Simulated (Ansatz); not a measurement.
`NBBr` and `CB(N)Br` differ in one atom or group.

Ansatz, PBE0-D4/def2-TZVP geometries, multiplicity 1. Each molecule was computed in one conformer, which needn't be the lowest.

Scalar relativity is left out up to krypton.

```json
{"property": "LUMO energy (B3LYP/def2-TZVPP) / eV", "`NBBr`": "-0.21"}
{"property": "size of the dipole moment (PBE/def2-TZVPP) / D", "`NBBr`": "2.80"}
{"property": "HOMO energy (PBE/def2-TZVPP) / eV", "`NBBr`": "-6.73"}
{"property": "HOMO–LUMO gap (PBE0/def2-TZVPP) / eV", "`NBBr`": "8.02"}
{"property": "LUMO energy (ωB97M-V/def2-TZVPP) / eV", "`NBBr`": "1.95"}
{"property": "HOMO–LUMO gap (PBE/def2-TZVPP) / eV", "`NBBr`": "5.77"}
```

Question: What does the change do to each property? (An estimate is asked.)

Answer: Computed: 
```tsv
property	`CB(N)Br`	shift
LUMO energy (B3LYP/def2-TZVPP) / eV	0.31	0.52
size of the dipole moment (PBE/def2-TZVPP) / D	2.75	-0.05
HOMO energy (PBE/def2-TZVPP) / eV	-6.58	0.15
HOMO–LUMO gap (PBE0/def2-TZVPP) / eV	8.39	0.37
LUMO energy (ωB97M-V/def2-TZVPP) / eV	1.93	-0.02
HOMO–LUMO gap (PBE/def2-TZVPP) / eV	6.10	0.33
```

With PBE0 the HOMO rises by 0.15 eV and the LUMO rises by 0.51 eV, so the gap widens by about 0.36 eV. PBE moves the HOMO by 0.15 eV and ωB97M-V by 0.14 eV. The zero-point energy changes by 74.2 kJ/mol with +9 modes. Dipoles are sizes alone; their direction can turn.

B3LYP here is the variant with VWN-RPA as its local correlation; programs differ in this.

Spin–orbit coupling is left out; it splits and shifts lone-pair levels of the heavy atoms by tenths of an eV.
